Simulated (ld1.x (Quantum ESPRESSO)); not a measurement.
What one change does to a pseudopotential (Ag, RRKJ)

silver (Ag), norm-conserving RRKJ (Kleinman–Bylander form), made with ld1.x (Quantum ESPRESSO) 7.5 (PBE, fully relativistic). Core [Kr], reference 4d10 5s0 5p1. Waves: 5p (bound): rc 2.35 bohr; 4d (bound): rc 1.90 bohr; 5s (bound, empty): rc 1.85 bohr. Local part: the s channel. Core correction: a·sin(br)/r model core inside 1.50 bohr. rho0 = 0.001.

Open shells are filled in proportion to 2j + 1 (rel_dist='average').

Change: wave 4d (bound): rc 1.90 bohr becomes 4d (bound): rc 1.52 bohr.

Cutoffs: the cutoffs (Ry, on a coarse ladder) from which the occupation-weighted sum of valence levels, in a spherical-Bessel basis at the reference potential, stays within 10 and 1 mRy of its value at 400 Ry; they do not see the model core or the augmentation charge, which bear on the density cutoff. Errors are all-electron minus pseudo energies relative to the spin-unpolarised reference configuration.

Q: What does the change do?

A: The potential gets harder (45 Ry and 60 Ry → 60 Ry and 70 Ry); of the 7 tests that both files solve, the error grows in 4 and shrinks in 0 by more than 15 % and 0.3 meV (median size 80.9 → 101.6 meV); neither file shows a bound ghost. A smaller radius makes the pseudo-wave follow the all-electron one further in, where it bends more sharply, so more plane waves are needed. That the errors move this way runs against the usual rule that smaller radii transfer better.

| quantity | base | changed |
| --- | --- | --- |
| cutoff, loose | 45 Ry | 60 Ry |
| cutoff, tight | 60 Ry | 70 Ry |
| loose cutoff by channel (10 mRy a level) | p 6 Ry, d 40 Ry | p 6 Ry, d 50 Ry |
| bound ghosts | none | none |
| error for 4d10 5s1 5p0, meV [ΔE -3.86 eV] | -0.7 | -1.3 |
| error for 4d10 5s0 5p0, meV [ΔE 3.90 eV] | -2.3 | -2.8 |
| error for 4d9 5s0 5p0, meV [ΔE 26.01 eV] | -113 | -120 |
| error for 4d10 5s0.5 5p0, meV [ΔE -0.84 eV] | -0.4 | -0.4 |
| error for 4d9 5s1 5p0, meV [ΔE 9.29 eV] | -81 | -102 |
| error for 4d8 5s0 5p0, meV [ΔE 62.20 eV] | -590 | -666 |
| error for 4d9 5s2 5p0, meV [ΔE 0.22 eV] | -93 | -125 |
| s: phases at 2.54 bohr within 0.05 rad from the reference energy up to (Ry; the scan ends near 5) | 1.9 | 1.9 |
| p1/2: phases at 2.54 bohr within 0.05 rad from the reference energy up to (Ry; the scan ends near 5) | to the end of the scan | to the end of the scan |
| p3/2: phases at 2.54 bohr within 0.05 rad from the reference energy up to (Ry; the scan ends near 5) | 4.6 | 4.6 |
| d3/2: phases at 2.54 bohr within 0.05 rad from the reference energy up to (Ry; the scan ends near 5) | 0.9 | 0.9 |
| d5/2: phases at 2.54 bohr within 0.05 rad from the reference energy up to (Ry; the scan ends near 5) | 0.9 | 1.0 |
